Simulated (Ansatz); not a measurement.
Wavefunction ladder for `O=C=[N][AlH2]`

```xyz
6

O    -2.1632   -0.0644    1.9239
C    -1.2921   -0.0366    1.1497
N    -0.3987   -0.0077    0.3558
Al    0.9226    0.0267   -0.8208
H     1.6595    1.4004   -1.0467
H     1.2719   -1.3185   -1.5620
```

Total charge 0; spin multiplicity 1. Geometry: relaxed with PBE0-D4/def2-TZVP. Frozen core, restricted reference, Ansatz. CBS rows extrapolate triple and quadruple zeta; past MP2 they add the triple-zeta difference.

```
     basis     HF (Eh)  MP2 corr.
  def2-SVP  -410.11007   -0.51784
def2-TZVPP  -410.39630   -0.64115
def2-QZVPP  -410.41074   -0.68849
```

Task: Estimate the CCSD correlation energy and the (T) correction in each basis where they were run (hartree).

Result: 
```json
{"basis": "def2-SVP", "CCSD corr.": "-0.53306", "(T)": "-0.01979"}
{"basis": "def2-TZVPP", "CCSD corr.": "-0.65084", "(T)": "-0.03031"}
{"basis": "CBS(def2)", "CCSD corr.": "-0.73324", "(T)": "as TZ"}
```
